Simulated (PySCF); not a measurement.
# Os²⁺ (osmium, charge +2): PBE0 calculation

Configuration: [Xe] 4f14 5d5 6p1, high-spin 7P determinant (an excited configuration). All numbers are calculated (PySCF 2.14, scalar relativity through the core potential, in aug-cc-pVTZ-PP with one added diffuse shell each of s, p, d, f, g type with ECP60MDF (7s7p6d4f3g, 113 functions)).

| Quantity | Value |
| --- | --- |
| Total energy | -89.5659 hartree |
| One-electron energy | -143.1778 hartree |
| Hartree (Coulomb) energy | 62.4675 hartree |
| Exchange-correlation energy | -8.8556 hartree |
| ⟨S²⟩ | 12.0008 |
| ⟨L²⟩ | 2.002 |
| Sum of ⟨r⟩ | 20.59 bohr |
| Sum of ⟨r²⟩ | 38.35 bohr² |
| Traceless quadrupole moment −½Σ⟨3z² − r²⟩ along its main axis | -4.54 e·bohr² |

```csv
shell,electrons,mean orbital energy (eV),spread (eV),"rms radius, mean of both spins (bohr)"
5s α,1,-118.55,0,1.08
5s β,1,-114.57,0,1.08
5p α,3,-77.615,0.287,1.25
5p β,3,-72.439,0.465,1.25
5d α,5,-29.786,0.366,1.76
6p α,1,-16.724,0,3.36
```

Energies and moments cover only the electrons outside the core potential. Spin-orbit coupling, absent here, splits the open shell strongly.
